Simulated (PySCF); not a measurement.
Level of theory: M06-2X/def2-TZVP // B3LYP-D3(BJ)/def2-SVP (PySCF). Isolated molecules, 0 K electronic values unless said otherwise. One relaxed conformer stands for a flexible species; it need not be the lowest. 

Reference species (SMILES): `I[Si](I)(I)I` (neutral, multiplicity 1).

* **HOMO**: -8.89 eV
* **HOMO–LUMO gap**: 6.62 eV
* **LUMO**: -2.27 eV

Changed species: `CC[Si](I)(I)CC` (C–C–Si–I torsion -59°, I–Si–C–C torsion 59°) (2 of 4 C2H5 replaced by I; the reference has 4 of 4 C2H5 replaced by I).

Question: Give the shifts of the HOMO, HOMO–LUMO gap and LUMO.

Answer: the HOMO rises by 0.41 eV, to -8.48 eV; the HOMO–LUMO gap rises by 1.54 eV, to 8.16 eV; the LUMO rises by 1.95 eV, to -0.32 eV.
